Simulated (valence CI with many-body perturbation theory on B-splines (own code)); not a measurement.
## Ru23+: one-electron terms

Computed by valence CI with perturbative core correlation (CI+MBPT): three valence electrons over a frozen Dirac-Fock core [Ar], a basis of 7 s, 7 p, 8 d, 6 f, 4 g, 1 h functions for each j, with the one-electron correlation potential Σ1, the two-electron term Σ2, the three-electron term Σ3, Breit, model QED; selected CI, second order for the rest, scaled by the run's own slope (own B-spline code, finite nucleus).

No measured levels were compared; by estimate terms of the open shell hold to 2 to 4 % of their energy, and close levels can change places. Only levels of the ground parity were solved; by the run's estimate the other parity begins above the list, which can be wrong where configurations are misplaced.

These are the spectroscopic orbitals of the CI (the correlating ones are not listed), shaped by the core and the other valence electrons. h is the expectation value of the core's Dirac-Fock operator, without the valence repulsion; Σ1 is computed up to l = 3 at one energy for each symmetry, that of its lowest orbital but kept below the first core excitation, so for empty shells it is not the orbital's own correlation shift; Breit and QED include the response of the core.

| Orbital | h (hartree) | Σ1 (cm⁻¹) | Breit (cm⁻¹) | QED (cm⁻¹) | ⟨r⟩ (bohr) |
| --- | --- | --- | --- | --- | --- |
| 4s1/2 | -27.397 | -7497 | 1827 | 1312 | 0.7510 |
| 5s1/2 | -16.507 | -2738 | 862 | 626 | 1.243 |
| 6s1/2 | -11.045 | -1345 | 468 | 344 | 1.862 |
| 4p1/2 | -26.067 | -9063 | 2883 | -91.1 | 0.7549 |
| 5p1/2 | -15.865 | -3296 | 1400 | -42.9 | 1.259 |
| 6p1/2 | -10.688 | -1619 | 775 | -23.5 | 1.891 |
| 4p3/2 | -25.707 | -8808 | 1825 | 39.0 | 0.7665 |
| 5p3/2 | -15.694 | -3254 | 885 | 19.9 | 1.274 |
| 6p3/2 | -10.593 | -1608 | 507 | 11.3 | 1.909 |
| 3d3/2 | -45.998 | -22105 | 3399 | -405 | 0.3297 |
| 4d3/2 | -23.708 | -8742 | 1174 | -105 | 0.7512 |
| 5d3/2 | -14.755 | -3423 | 578 | -48.7 | 1.283 |
| 3d5/2 | -45.774 | -21607 | 1385 | -265 | 0.3321 |
| 4d5/2 | -23.633 | -8613 | 527 | -62.3 | 0.7540 |
| 5d5/2 | -14.718 | -3366 | 257 | -28.2 | 1.287 |
| 4f5/2 | -21.848 | -17121 | 30.9 | -53.4 | 0.6968 |
| 5f5/2 | -13.913 | -7178 | 13.3 | -26.7 | 1.249 |
| 4f7/2 | -21.827 | -16117 | -153 | -39.3 | 0.6979 |
| 5f7/2 | -13.902 | -6735 | -69.8 | -19.2 | 1.251 |
| 5g7/2 | -13.497 |  | 0.8 | -4.9 | 1.136 |
| 5g9/2 | -13.492 |  | -13.6 | -1.5 | 1.137 |

Among the shells of the start configuration 3d3, Σ1 is largest in size for 3d3/2, where it is 0.22 % of h.

Lowest root of each symmetry, sizes in configuration state functions:

| J | Parity | Roots | Reference | Variational | Second order | Change by selected CI (cm⁻¹) | Change by second order (cm⁻¹) |
| --- | --- | --- | --- | --- | --- | --- | --- |
| 1/2 | even | 2 | 43 | 2238 | 129 | -5029 | 0 |
| 3/2 | even | 5 | 71 | 4011 | 2305 | -3709 | 0 |
| 5/2 | even | 5 | 79 | 4833 | 4975 | -3343 | 0 |
| 7/2 | even | 3 | 66 | 4626 | 3093 | -3410 | 0 |
| 9/2 | even | 3 | 49 | 3954 | 324 | -3796 | 0 |
| 11/2 | even | 1 | 25 | 2853 | 299 | -5321 | 0 |
